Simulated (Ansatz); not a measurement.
The same path of ClGaH3N + H4Si (11 atoms, charge 0, multiplicity 1) was run twice with different band settings. Lost on the way: Ga1–Cl2, Si7–H11. Made: Ga1–Si7, Cl2–H11.

The calculation used Ansatz 0.2.0, RKS PBE-D4/def2-mTZVP.

Relaxed end points:

```xyz
11
Properties=species:S:1:pos:R:3
Ga 0.021 -0.448 -0.063
Cl 0.112 -1.502 1.843
N 1.633 -0.377 -0.913
H 2.497 -0.606 -0.428
H 1.797 0.187 -1.744
H -1.353 -0.027 -0.670
Si 0.095 3.133 1.251
H 0.812 3.570 2.486
H 0.838 3.582 0.034
H -1.296 3.678 1.232
H 0.024 1.633 1.237
```

```xyz
11
Properties=species:S:1:pos:R:3
Ga -0.034 0.565 -0.316
Cl 0.517 -0.465 2.685
N 1.451 0.059 -1.272
H 1.560 -0.861 -1.695
H 2.335 0.562 -1.243
H -1.281 -0.392 -0.402
Si 0.079 2.764 0.678
H -0.222 2.693 2.159
H 1.445 3.379 0.566
H -0.908 3.741 0.108
H 0.237 0.777 2.997
```

Common settings: spring 5.0 eV/Å²; optimiser quadratic models (default); start path through a guess of the saddle point; force threshold 0.03 eV/Å; iteration limit 60; end points relaxed.

| run | movable images | climbing image |
| --- | --- | --- |
| 1 | 9 | yes |
| 2 | 4 | no |

**Question.** What does each run give, and how far can it be trusted?

**Answer.** Run 1: converged after 31 iterations, highest image 1.495 eV above the first end. The profile has 2 maxima (images 2, 6) with wells between them (image 5): this band takes more than one step, which may be the mechanism or a detour left from its start path. A structure lower than the first end lies on the path between it and the top, so the climb from that side starts below the end, which may itself be a saddle point or a shallow side well. Neighbouring images differ by up to 1.5 eV, so the band resolves the path poorly. A vibrational analysis at the climbing image gives one clearly imaginary mode, 613i cm⁻¹: a first-order saddle point.
Run 2: converged after 18 iterations, highest image 1.068 eV above the first end. No image climbed, so the highest image needn't sit at the top of the path.
The orbitals stay closed-shell, which can raise the energy where a bond breaks towards radicals; this wasn't checked here.
